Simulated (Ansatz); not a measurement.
`CO[SiH](N)[SiH3]` + `C[CH2][Zn][F]` → `CC[SiH](N)[SiH3]` + `C[O][Zn][F]`  (redistribution)

Calculated with Ansatz (gas phase, PBE0-D4/def2-TZVP geometries, no zero-point term in ΔE). CCSD(T)/CBS adds triple-zeta CCSD(T) − MP2 to the extrapolated MP2 energy (def2 sets, frozen cores). Functionals use def2-TZVPP. For Zn outer-core shells are correlated without core-valence functions, which leaves a few kJ/mol of doubt a bond. Scalar relativity is left out up to krypton. Each species was taken in one conformer, which may not be the lowest.

```
             level  ΔE (kJ/mol)  difference from CCSD(T)/CBS
            PBE-D4         77.5                          3.8
           ωB97X-V         75.3                          1.6
               PBE         78.1                          4.4
     HF/def2-TZVPP         71.3                         -2.4
    MP2/def2-TZVPP         78.0                          4.3
   CCSD/def2-TZVPP         73.9                          0.2
     HF/def2-QZVPP         67.6                         -6.1
    MP2/def2-QZVPP         76.0                          2.3
SCS-MP2/def2-QZVPP         73.3                         -0.4
     MP2/CBS(def2)         76.8                          3.1
       CCSD(T)/CBS         73.7                            0
```

Largest T1 diagnostic among the species: 0.017.

In def2-TZVPP, CCSD(T) changes the Hartree–Fock value by +3.5 kJ/mol (the triples alone add +0.9 kJ/mol) and MP2 by +6.6 kJ/mol.
